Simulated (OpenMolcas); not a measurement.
**Mo³⁺: Racah parameters, the spin-orbit constant, worked from levels**

- Program: OpenMolcas 26.06
- Basis: ANO-R2 [7s5p4d2f1g]
- Scalar Hamiltonian: X2C, finite nucleus
- Active space: 9 electrons in 8 orbitals (RAS1 4p, at most 2 holes; RAS2 4d)
- State averaging: 2S+1 = 4 even, 10 roots; 2S+1 = 2 even, 40 roots
- Spin-orbit coupling: state interaction with AMFI integrals over the reference wave functions, term energies averaged over their components

Methods: RASSCF; MS-RASPT2, IPEA 0.25 Eh, imaginary shift 0.1 Eh (closed shells correlated: 4s). Measured levels: Sugar and Musgrove, J. Phys. Chem. Ref. Data 17, 155 (1988).

**Racah parameters.** Above ⁴F, d3 has ⁴P at 15B, ²G at 4B + 3C and ²H at 9B + 3C. The first two fix B and C, and the third tests them; where it misses by thousands of cm-1, two parameters do not describe the configuration (Trees and configuration-interaction terms are left out) and B and C hang on the terms chosen. Term energies are centres of gravity, weighted by 2J + 1.

```json
{"Source": "RASSCF", "⁴P": "11266", "²G": "13003", "B": "751", "C": "3333", "C/B": "4.44", "²H from B, C": "16758", "²H found": "18287"}
{"Source": "MS-RASPT2", "⁴P": "9467", "²G": "10603", "B": "631", "C": "2693", "C/B": "4.27", "²H from B, C": "13758", "²H found": "14883"}
{"Source": "measured", "⁴P": "9280", "²G": "10294", "B": "619", "C": "2606", "C/B": "4.21", "²H from B, C": "13389", "²H found": "14500"}
```

Energies in cm-1. From RASSCF to MS-RASPT2, B changes by -16.0 % and C by -19.2 %. Against the measured terms, MS-RASPT2 has B off by +1.9 % and C by +3.3 %.

**The spin-orbit constant.** For the Hund term ⁴F of d3, E(J) = (A/2) J(J+1) + constant and ζ = 2S·A = 3A. From J = 3/2 to J = 9/2 the energy changes by 10.5 A.

| Source | E(9/2) - E(3/2) | A | ζ |
| --- | --- | --- | --- |
| RASSCF | 3005.2 | 286.2 | 859 |
| MS-RASPT2 | 2991.9 | 284.9 | 855 |
| measured | 2864.6 | 272.8 | 818 |

All in cm-1. MS-RASPT2 is off by +4.4 % and RASSCF by +4.9 %. Both methods take the spin-orbit matrix elements from the reference wave functions, so the second can move ζ only through the term energies and any multistate remixing. Second-order mixing with other terms is absorbed into this ζ.

CASPT2 breaks the degeneracy within a term, and the mean is taken; among the terms shown or strongly mixed into the levels shown the widest spread is 1100 cm-1 (4d³ ⁴F, MS-RASPT2). Active for correlation alone: 4p; no level in the range computed is led by a configuration that opens it, so any true level of that kind is missing. Without dynamic correlation excited terms often stand tens of per cent too high (terms of higher spin than the ground term too low), and those without a measured partner can miss by more than the paired ones (holds for RASSCF). Measured partners are found by configuration, term and J. A level has none where our copy of the source lacks it or the pairing is in doubt (some pairs that miss far off the trend of their configuration count as doubtful), and it then counts in no deviation. Levels of configurations outside the active space are missing.
